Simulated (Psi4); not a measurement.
A run for Psi4: SAPT0/jun-cc-pV(D+d)Z on C2H4N2 (a complex), monomers drawn apart or pushed together.

```
memory 2025 MB

molecule dimer {
0 1
C    -0.14217367    0.73372972   -0.10529668
C     0.30826340   -0.51102443   -0.14968332
H     0.36212425    1.54138089   -0.62195466
H    -1.03482625    0.99602204    0.44960516
H    -0.19744383   -1.31709268    0.36769379
H     1.20052187   -0.77484138   -0.70456579
--
0 1
N     0.18943124   -0.07839328    3.52477201
N    -0.62225398   -0.50609526    2.93490490
units angstrom
symmetry c1
no_reorient
no_com
}

set {
  basis jun-cc-pV(D+d)Z
  scf_type df
  freeze_core true
}

energy('sapt0')
```

It printed:

```
[...]
==> Input File <==

--------------------------------------------------------------------------
memory 2025 MB

molecule dimer {
0 1
C    -0.14217367    0.73372972   -0.10529668
C     0.30826340   -0.51102443   -0.14968332
H     0.36212425    1.54138089   -0.62195466
H    -1.03482625    0.99602204    0.44960516
H    -0.19744383   -1.31709268    0.36769379
H     1.20052187   -0.77484138   -0.70456579
--
0 1
N     0.18943124   -0.07839328    3.52477201
N    -0.62225398   -0.50609526    2.93490490
units angstrom
symmetry c1
no_reorient
no_com
}

set {
  basis jun-cc-pV(D+d)Z
  scf_type df
  freeze_core true
}

energy('sapt0')
--------------------------------------------------------------------------


   => Loading Basis Set <=

    Name: JUN-CC-PV(D+D)Z
    Role: ORBITAL
    Keyword: BASIS
    atoms 1-2 entry C          line   188 file jun-cc-pv_dpd_z.gbs
    atoms 3-6 entry H          line    60 file jun-cc-pv_dpd_z.gbs
    atoms 7-8 entry N          line   222 file jun-cc-pv_dpd_z.gbs

   => Loading Basis Set <=

    Name: JUN-CC-PV(D+D)Z
    Role: ORBITAL
    Keyword: BASIS
    atoms 1-2 entry C          line   188 file jun-cc-pv_dpd_z.gbs
    atoms 3-6 entry H          line    60 file jun-cc-pv_dpd_z.gbs
    atoms 7-8 entry N          line   222 file jun-cc-pv_dpd_z.gbs


  //>>>>>>>>>>>>>>>>>>>>>>>>>>>>>>>>>>>//
  //              Dimer HF             //
  //<<<<<<<<<<<<<<<<<<<<<<<<<<<<<<<<<<<//

   => Libint2 <=

    Primary   basis highest AM E, G, H:  7, 6, 3
    Auxiliary basis highest AM E, G, H:  7, 7, 4
    Onebody   basis highest AM E, G, H:  -, -, -
    Solid Harmonics ordering:            Gaussian


   => Loading Basis Set <=

    Name: JUN-CC-PV(D+D)Z
    Role: ORBITAL
    Keyword: BASIS
    atoms 1-2 entry C          line   188 file jun-cc-pv_dpd_z.gbs
    atoms 3-6 entry H          line    60 file jun-cc-pv_dpd_z.gbs
    atoms 7-8 entry N          line   222 file jun-cc-pv_dpd_z.gbs


         ---------------------------------------------------------
                                   SCF
               by Justin Turney, Rob Parrish, Andy Simmonett
                          and Daniel G. A. Smith
                              RHF Reference
                        1 Threads,   1931 MiB Core
         ---------------------------------------------------------

  ==> Geometry <==

    Molecular point group: c1
    Full point group: C1

    Geometry (in Angstrom), charge = 0, multiplicity = 1:

       Center              X                  Y                   Z               Mass
    ------------   -----------------  -----------------  -----------------  -----------------
         C           -0.142173670000     0.733729720000    -0.105296680000    12.000000000000
         C            0.308263400000    -0.511024430000    -0.149683320000    12.000000000000
         H            0.362124250000     1.541380890000    -0.621954660000     1.007825032230
         H           -1.034826250000     0.996022040000     0.449605160000     1.007825032230
         H           -0.197443830000    -1.317092680000     0.367693790000     1.007825032230
         H            1.200521870000    -0.774841380000    -0.704565790000     1.007825032230
         N            0.189431240000    -0.078393280000     3.524772010000    14.003074004430
         N           -0.622253980000    -0.506095260000     2.934904900000    14.003074004430

  Running in c1 symmetry.

  Rotational constants: A =      0.65775  B =      0.05471  C =      0.05322 [cm^-1]
  Rotational constants: A =  19718.83735  B =   1640.11834  C =   1595.59627 [MHz]
  Nuclear repulsion =   91.039491255615786

  Charge       = 0
  Multiplicity = 1
  Electrons    = 30
  Nalpha       = 15
  Nbeta        = 15

  ==> Algorithm <==

  SCF Algorithm Type is DF.
  DIIS enabled.
  MOM disabled.
  Fractional occupation disabled.
  Guess Type is SAD.
  Energy threshold   = 1.00e-08
  Density threshold  = 1.00e-08
  Integral threshold = 1.00e-12

  ==> Primary Basis <==

  Basis Set: JUN-CC-PV(D+D)Z
    Blend: JUN-CC-PV(D+D)Z
    Number of shells: 44
    Number of basis functions: 92
    Number of Cartesian functions: 96
    Spherical Harmonics?: true
    Max angular momentum: 2

   => Loading Basis Set <=

    Name: (JUN-CC-PV(D+D)Z AUX)
    Role: JKFIT
    Keyword: DF_BASIS_SCF
    atoms 1-2 entry C          line   146 file jun-cc-pvdz-jkfit.gbs
    atoms 3-6 entry H          line    70 file jun-cc-pvdz-jkfit.gbs
    atoms 7-8 entry N          line   202 file jun-cc-pvdz-jkfit.gbs

  ==> Integral Setup <==

  DFHelper Memory: AOs need 0.028 GiB; user supplied 1.414 GiB.
  SCF_SUBTYPE=INCORE selected. In-core MEM_DF algorithm will be used.
  Using in-core AOs.

  ==> MemDFJK: Density-Fitted J/K Matrices <==

    J tasked:                   Yes
    K tasked:                   Yes
    wK tasked:                   No
    OpenMP threads:               1
    Algorithm:                 Core
    Schwarz Cutoff:           1E-12
    Mask sparsity (%):       0.1181
    Fitting C
[...]
n by Irrep:
              A
    DOCC [     7 ]
    NA   [     7 ]
    NB   [     7 ]

  @DF-RHF Final Energy:  -108.95958394078949

   => Energetics <=

    Nuclear Repulsion Energy =             23.7726476484576921
    One-Electron Energy =                -194.4088013722516450
    Two-Electron Energy =                  61.6765697830044530
    Total Energy =                       -108.9595839407894857

Computation Completed


Properties will be evaluated at   0.000000,   0.000000,   0.000000 [a0]

Properties computed using the SCF density matrix


 Multipole Moments:

 ------------------------------------------------------------------------------------
     Multipole            Electronic (a.u.)      Nuclear  (a.u.)        Total (a.u.)
 ------------------------------------------------------------------------------------

 L = 1.  Multiply by 2.5417464519 to convert [e a0] to [Debye]
 Dipole X            :          5.7241727           -5.7254151           -0.0012424
 Dipole Y            :          7.7305159           -7.7316628           -0.0011469
 Dipole Z            :        -85.4462275           85.4491415            0.0029140
 Magnitude           :                                                    0.0033690

 ------------------------------------------------------------------------------------

  Constructing Basis Sets for SAPT...

   => Loading Basis Set <=

    Name: (JUN-CC-PV(D+D)Z AUX)
    Role: RIFIT
    Keyword: DF_BASIS_SAPT
    atoms 1-2 entry C          line   100 file jun-cc-pvdz-ri.gbs
    atoms 3-6 entry H          line    30 file jun-cc-pvdz-ri.gbs
    atoms 7-8 entry N          line   144 file jun-cc-pvdz-ri.gbs

   => Loading Basis Set <=

    Name: (JUN-CC-PV(D+D)Z AUX)
    Role: JKFIT
    Keyword: DF_BASIS_ELST
    atoms 1-2 entry C          line   146 file jun-cc-pvdz-jkfit.gbs
    atoms 3-6 entry H          line    70 file jun-cc-pvdz-jkfit.gbs
    atoms 7-8 entry N          line   202 file jun-cc-pvdz-jkfit.gbs


  //>>>>>>>>>>>>>>>>>>>>>>>>>>>>>>>>>>>//
  //               SAPT0               //
  //<<<<<<<<<<<<<<<<<<<<<<<<<<<<<<<<<<<//



        SAPT0
    Ed Hohenstein
     6 June 2009

      Orbital Information
  --------------------------
    NSO        =        92
    NMO        =        92
    NRI        =       316
    NRI (Elst) =       408
    NOCC A     =         8
    NOCC B     =         7
    FOCC A     =         2
    FOCC B     =         2
    NVIR A     =        84
    NVIR B     =        85

    Elst10,r            =    -0.002109099466 [Eh]
    Exch10              =     0.005314010952 [Eh]
    Exch10 (S^2)        =     0.005291911999 [Eh]

    Maxiter = 50
    CPHF R converge = 1.000000E-08

    Iter     Energy [mEh]          dE [mEh]         Residual      Time [s]
       1      -1.31929505       1.319295055     4.756294e-03             0
       2      -1.65285509       0.333560034     8.317281e-04             0
       3      -1.64613133      -0.006723762     3.125429e-04             0
       4      -1.64313887      -0.002992455     6.643299e-05             0
       5      -1.64377633       0.000637456     1.700764e-05             0
       6      -1.64382459       0.000048266     5.274645e-06             0
       7      -1.64380321      -0.000021389     1.468446e-06             0
       8      -1.64379471      -0.000008499     4.394104e-07             0
       9      -1.64379842       0.000003716     8.856547e-08             0
      10      -1.64379793      -0.000000496     1.364879e-08             0
      11      -1.64379798       0.000000050     4.171203e-09             0

    CHF Iterations converged

    Maxiter = 50
    CPHF R converge = 1.000000E-08

    Iter     Energy [mEh]          dE [mEh]         Residual      Time [s]
       1      -0.23185876       0.231858755     2.573329e-03             0
       2      -0.26071095       0.028852196     1.216671e-03             0
       3      -0.27585481       0.015143858     1.958018e-04             0
       4      -0.27574239      -0.000112423     6.396836e-05             0
       5      -0.27536632      -0.000376071     1.732573e-05             0
       6      -0.27545961       0.000093290     6.134447e-06             0
       7      -0.27545897      -0.000000639     1.886350e-06             0
       8      -0.27545073      -0.000008241     6.847068e-07             0
       9      -0.27545373       0.000003002     2.253672e-07             0
      10      -0.27545313      -0.000000600     5.140415e-08             0
      11      -0.27545321       0.000000083     7.228407e-09             0

    CHF Iterations converged

    Ind20,r (A<-B)      =    -0.001643797976 [Eh]
    Ind20,r (B<-A)      =    -0.000275453210 [Eh]
    Ind20,r             =    -0.001919251186 [Eh]
    Exch-Ind20,r (A<-B) =     0.001646007613 [Eh]
    Exch-Ind20,r (B<-A) =     0.000231835797 [Eh]
    Exch-Ind20,r        =     0.001877843410 [Eh]
    Disp20              =    -0.002591006907 [Eh]
    Disp20 (SS)         =    -0.001295503454 [Eh]
    Disp20 (OS)         =    -0.001295503454 [Eh]
    Exch-Disp20         =     0.000370404189 [Eh]
    Exch-Disp20 (SS)    =     0.000204473097 [Eh]
    Exch-Disp20 (OS)    =     0.000165931092 [Eh]

    SAPT Results
  --------------------------------------------------------------------------------------------------------
    Electrostatics                 -2.10909947 [mEh]      -1.32347990 [kcal/mol]      -5.53743989 [kJ/mol]
      Elst10,r                     -2.10909947 [mEh]      -1.32347990 [kcal/mol]      -5.53743989 [kJ/mol]

    Exchange                        5.31401095 [mEh]       3.33459222 [kcal/mol]      13.95193383 [kJ/mol]
      Exch10                        5.31401095 [mEh]       3.33459222 [kcal/mol]      13.95193383 [kJ/mol]
      Exch10(S^2)                   5.29191200 [mEh]       3.32072491 [kcal/mol]      13.89391304 [kJ/mol]

    Induction                      -0.37418870 [mEh]      -0.23480695 [kcal/mol]      -0.98243229 [kJ/mol]
      Ind20,r                      -1.91925119 [mEh]      -1.20434830 [kcal/mol]      -5.03899330 [kJ/mol]
      Exch-Ind20,r                  1.87784341 [mEh]       1.17836453 [kcal/mol]       4.93027719 [kJ/mol]
      delta HF,r (2)               -0.33278092 [mEh]      -0.20882318 [kcal/mol]      -0.87371618 [kJ/mol]

    Dispersion                     -2.22060272 [mEh]      -1.39344924 [kcal/mol]      -5.83019163 [kJ/mol]
      Disp20                       -2.59100691 [mEh]      -1.62588138 [kcal/mol]      -6.80268770 [kJ/mol]
      Exch-Disp20                   0.37040419 [mEh]       0.23243214 [kcal/mol]       0.97249607 [kJ/mol]
      Disp20 (SS)                  -1.29550345 [mEh]      -0.81294069 [kcal/mol]      -3.40134385 [kJ/mol]
      Disp20 (OS)                  -1.29550345 [mEh]      -0.81294069 [kcal/mol]      -3.40134385 [kJ/mol]
      Exch-Disp20 (SS)              0.20447310 [mEh]       0.12830881 [kcal/mol]       0.53684404 [kJ/mol]
      Exch-Disp20 (OS)              0.16593109 [mEh]       0.10412333 [kcal/mol]       0.43565202 [kJ/mol]

  Total HF                          2.83072279 [mEh]       1.77630537 [kcal/mol]       7.43206166 [kJ/mol]
  Total SAPT0                       0.61012007 [mEh]       0.38285613 [kcal/mol]       1.60187003 [kJ/mol]

  Special recipe for scaled SAPT0 (see Manual):
    Electrostatics sSAPT0          -2.10909947 [mEh]      -1.32347990 [kcal/mol]      -5.53743989 [kJ/mol]
    Exchange sSAPT0                 5.31401095 [mEh]       3.33459222 [kcal/mol]      13.95193383 [kJ/mol]
    Induction sSAPT0               -0.35056477 [mEh]      -0.21998271 [kcal/mol]      -0.92040768 [kJ/mol]
    Dispersion sSAPT0              -2.21594290 [mEh]      -1.39052517 [kcal/mol]      -5.81795729 [kJ/mol]
  Total sSAPT0                      0.63840381 [mEh]       0.40060444 [kcal/mol]       1.67612898 [kJ/mol]
  --------------------------------------------------------------------------------------------------------



*** Psi4 exiting successfully. Buy a developer a beer!
```

The run finished.

Cost: roughly 9 core-seconds.
